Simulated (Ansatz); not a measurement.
Program: Ansatz. Geometries: PBE0-D4/def2-TZVP. ΔE: electronic, gas phase. CCSD(T)/CBS adds triple-zeta CCSD(T) − MP2 to the extrapolated MP2 energy (def2 sets, frozen cores). DFT in def2-TZVPP. For Ga outer-core shells are correlated without core-valence functions, which leaves a few kJ/mol of doubt a bond. Scalar relativity is left out up to krypton. One conformer a species, not always the lowest.

`C=[CH][GaH2]` + `O=CB(F)F` → `O=[CH][GaH2]` + `C=CB(F)F`  (redistribution)

`C=[CH][GaH2]`:

Z-matrix (Å, degrees):
```
C
C 1 1.334
H 1 1.089 2 122.7
H 1 1.088 2 121.7 3 -180.0
Ga 2 1.950 1 120.5 3 180.0
H 2 1.089 1 117.7 3 -0.0
H 5 1.572 2 116.7 1 0.0
H 5 1.569 2 122.0 1 -180.0
```

`O=CB(F)F`:

Cartesian coordinates in Å:
```
O -0.171 0.749 -1.612
C 0.302 0.577 -0.517
B -0.276 -0.536 0.486
F -1.281 -1.298 0.144
F 0.266 -0.689 1.674
H 1.161 1.197 -0.176
```

`O=[CH][GaH2]`:

Cartesian coordinates in Å:
```
O 1.634 -0.699 -0.455
C 0.704 -0.735 0.318
Ga -0.715 0.611 -0.163
H 0.730 -1.464 1.163
H -1.797 0.207 -1.220
H -0.557 2.079 0.357
```

`C=CB(F)F`:

```xyz
8

C     1.005   -0.192    0.743
C    -0.264   -0.328    0.361
B    -0.806    0.366   -0.907
F    -2.065    0.232   -1.288
F    -0.035    1.125   -1.670
H     1.398   -0.674    1.633
H     1.702    0.414    0.172
H    -0.935   -0.942    0.956
```

```
         level  ΔE (kcal/mol)
       r2SCANh           -6.0
MP2/def2-TZVPP           -3.0
```

Question: What does CCSD(T)/CBS give? (Best estimate.)

Answer: The calculation gave: -3.8 kcal/mol. The listed levels differ from it by -2.2, 0.8 kcal/mol.

Largest T1 diagnostic among the species: 0.017.

From r2SCAN to r2SCAN0 (25 % exact exchange), in def2-TZVPP and without D4, ΔE moves by +0.8 kcal/mol. Leaving LDA and LC-ωPBE aside and taking each functional with its dispersion term where it has one, the values, not all of them listed here, spread over 2.1 kcal/mol, from r2SCAN-D4 to PBE-QIDH.
